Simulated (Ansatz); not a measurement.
CH3CdIO, SMILES C[O][Cd][I].

Coordinates come from a r2SCAN-D4/def2-SVP optimisation. The structure was generated by enumeration; whether it is a known compound was not checked. The def2 effective core potentials stand for the cores of Cd, I; spin–orbit coupling is left out. Other conformers were not sampled.

Two levels are set side by side: PBE/def2-SVPD (Ansatz, a quantum-chemistry and plane-wave program) and PBE0/def2-SVPD (Ansatz). Energy differences of separate SCF runs at the same geometry; the states with an electron removed or added have multiplicity 2 and 2. Differences are taken from unrounded values.

| quantity | PBE0 | PBE | PBE minus PBE0 |
|---|---|---|---|
| vertical ionisation energy (eV) | 9.21 | 8.80 | -0.41 |
| vertical electron affinity (eV) | 0.45 | 0.54 | 0.09 |
| vertical singlet–triplet gap (eV) | 3.77 | 3.32 | -0.46 |
